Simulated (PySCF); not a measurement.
CH3AlCl, SMILES [Cl][Al+][CH3], charge +1. Atoms are numbered in the order given.

```xyz
6

Al     0.0000     0.0000    -0.4109
C      0.0000     0.0000    -2.3218
H     -0.8933    -0.5158    -2.6800
H      0.8933    -0.5158    -2.6800
H      0.0000     1.0315    -2.6800
Cl     0.0000     0.0000     1.6066
```
Charge +1, spin multiplicity 1.

Coordinates come from a B3LYP-D3(BJ)/def2-TZVP optimisation. The spin state was assumed, not searched. The isomer is the one that the SMILES or the coordinates give; other isomers of the formula were not compared.

All values below come from B3LYP/pcJ-1 in PySCF.

Isotropic couplings with Fermi-contact, spin-dipole and both spin-orbit terms, one fixed conformer, no vibrational averaging. Isotopes: 13C, 1H.

```csv
pair,bonds apart,J (Hz)
C2–H3,1,151.2
C2–H4,1,151.2
C2–H5,1,151.2
H3–H4,2,___
H3–H5,2,___
H4–H5,2,___
```

**Question.** Complete the blanks. (The exact figures need the calculation; the answer reports its results.)

**Answer.** 
- H3–H4, J (Hz): -15.1
- H3–H5, J (Hz): -15.1
- H4–H5, J (Hz): -15.1
